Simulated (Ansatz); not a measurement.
Start from `OC([SiH3])[SiH2]Cl` and change one atom or group to get `O[CH]([SiH3])[GeH3]`.

Ansatz, PBE0-D4/def2-TZVP geometries, multiplicity 1. Each molecule was computed in one conformer, which needn't be the lowest.

Scalar relativity is left out up to krypton.

```json
{"property": "HOMO–LUMO gap (PBE0/def2-TZVPP) / eV", "`OC([SiH3])[SiH2]Cl`": "7.54"}
{"property": "LUMO energy (PBE/def2-TZVPP) / eV", "`OC([SiH3])[SiH2]Cl`": "-1.29"}
{"property": "HOMO energy (PBE/def2-TZVPP) / eV", "`OC([SiH3])[SiH2]Cl`": "-6.46"}
{"property": "size of the dipole moment (ωB97M-V/def2-TZVPP) / D", "`OC([SiH3])[SiH2]Cl`": "1.10"}
{"property": "LUMO energy (B3LYP/def2-TZVPP) / eV", "`OC([SiH3])[SiH2]Cl`": "-0.60"}
{"property": "LUMO energy (PBE0/def2-TZVPP) / eV", "`OC([SiH3])[SiH2]Cl`": "-0.41"}
```

Q: What does the change do to each property? (Best estimate.)

A: Computed: 
| property | `O[CH]([SiH3])[GeH3]` | shift |
| --- | --- | --- |
| HOMO–LUMO gap (PBE0/def2-TZVPP) / eV | 7.86 | 0.32 |
| LUMO energy (PBE/def2-TZVPP) / eV | -0.68 | 0.61 |
| HOMO energy (PBE/def2-TZVPP) / eV | -6.24 | 0.22 |
| size of the dipole moment (ωB97M-V/def2-TZVPP) / D | 1.35 | 0.25 |
| LUMO energy (B3LYP/def2-TZVPP) / eV | -0.10 | 0.50 |
| LUMO energy (PBE0/def2-TZVPP) / eV | 0.16 | 0.57 |

With PBE0 the HOMO rises by 0.24 eV and the LUMO rises by 0.57 eV, so the gap widens by about 0.33 eV. PBE moves the HOMO by 0.22 eV and ωB97M-V by 0.26 eV. Dipoles are sizes alone; their direction can turn.

B3LYP here is the variant with VWN-RPA as its local correlation; programs differ in this.
